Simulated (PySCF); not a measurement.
**`Cc1cccc(C#N)c1C#N` in a uniform electric field**

Species: C₉H₆N₂.
Cartesian coordinates in Å at the PBE0-D3(BJ)/def2-SVP level; atoms count from 1:
```xyz
17
C9H6N2 angstrom
C     -2.9090    0.0762    0.2536
C     -1.4510   -0.2646    0.2217
C     -0.9853   -1.5269    0.5982
C      0.3712   -1.8431    0.5676
C      1.3052   -0.8991    0.1566
C      0.8731    0.3742   -0.2269
C      1.8319    1.3481   -0.6520
N      2.6261    2.1198   -0.9935
C     -0.5028    0.6908   -0.1941
C     -0.9499    1.9919   -0.5852
N     -1.3488    3.0352   -0.8949
H     -3.5075   -0.7777    0.5957
H     -3.2669    0.3754   -0.7435
H     -3.1013    0.9275    0.9247
H     -1.7082   -2.2787    0.9226
H      0.7043   -2.8386    0.8675
H      2.3697   -1.1343    0.1276
```

Level: CAM-B3LYP/def2-SVPD (PySCF); nuclei fixed, core orbitals frozen in the response. Permanent dipole (-2.225, -6.651, 2.459) D (1 au = 2.5417 D). Static polarisability (au):

```
x   132.44   2.44  -7.81
y     2.44 134.43 -24.07
z    -7.81 -24.07  72.33
```

Only the terms in μ and α are kept: μ(F) = μ + αF and ΔE = −μ·F − ½ F·αF.

Problem. Apply 0.001 au along ±x, ±y and ±z in turn. Tabulate induced and total dipoles and both energy terms.

Solution. 
```csv
field along,induced x (D),induced y (D),induced z (D),total size (D),−μ·F (kJ/mol),−½F·αF (kJ/mol)
+x,0.337,0.006,-0.020,7.326,+2.298,-0.174
−x,-0.337,-0.006,0.020,7.551,-2.298,-0.174
+y,0.006,0.342,-0.061,7.105,+6.870,-0.176
−y,-0.006,-0.342,0.061,7.761,-6.870,-0.176
+z,-0.020,-0.061,0.184,7.555,-2.540,-0.095
−z,0.020,0.061,-0.184,7.312,+2.540,-0.095
```

Problem. For the field (-0.0007, -0.0004, 0.0000) au, what is the induced dipole, and what angle does it make with the field?

Solution. αF = (-0.238, -0.141, 0.038) D, at 7.9° to the field. The polarisability along this direction, F·αF/F², is 135.03 au, against a mean of 113.07 au.

Problem. At what field along the permanent dipole would the induced dipole along it equal the permanent one, in this linear picture?

Solution. The polarisability along the dipole is 144.56 au, so F = 2.9239 au / 144.56 au = 0.0202 au = 1.04 V/Å; higher-order terms are ignored.

Problem. What field makes μF equal to kT at 200 K?

Solution. kT = 0.6334 × 10⁻³ Eh, so F = 0.000217 au = 1.11 MV/cm.

Problem. A unit point charge sits 8 Å away. Estimate the induction energy −αe²/2R⁴ with the mean polarisability, treating the molecule as a point.

Solution. R = 15.12 bohr, so the energy is −113.1/(2 × 15.12⁴) Eh = -2.84 kJ/mol. The charge–dipole term at its most favourable orientation, −μe/R², is -33.6 kJ/mol.

Isolated species at its PBE0-D3(BJ)/def2-SVP geometry, gas phase.
